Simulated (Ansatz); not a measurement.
(AlE)4 cubane: binding per atom (eV) at several levels, gas phase, relaxed structures; Ansatz. Core potentials for Te in the def2 sets, no spin–orbit coupling. Binding counts from free atoms in the multiplicity of their measured ground term, without zero-point energy. The structures are stationary points that may keep the symmetry of their start.

```
                      species    state         geometry  PBE-D4/def2-SVP  PBE-D4/def2-TZVP  r2SCAN-D4/def2-TZVP  PBE0-D4/def2-TZVP
   (ClAlO)4 cubane (Al4Cl4O4)  singlet  PBE-D4/def2-SVP             4.86              4.80                 4.83               4.70
   (HAlTe)4 cubane (Al4Te4H4)  singlet  PBE-D4/def2-SVP             3.00              2.98                 2.98               2.98
  (FAlNH)4 cubane (Al4N4F4H4)  singlet  PBE-D4/def2-SVP             4.63              4.59                 4.53               4.47
(ClAlNH)4 cubane (Al4N4Cl4H4)  singlet  PBE-D4/def2-SVP             4.21              4.17                 4.14               4.11
```

Estimate the column for PBE0-D4/def2-SVP.

(ClAlO)4 cubane (Al4Cl4O4) 4.74; (HAlTe)4 cubane (Al4Te4H4) 2.98; (FAlNH)4 cubane (Al4N4F4H4) 4.50; (ClAlNH)4 cubane (Al4N4Cl4H4) 4.14.
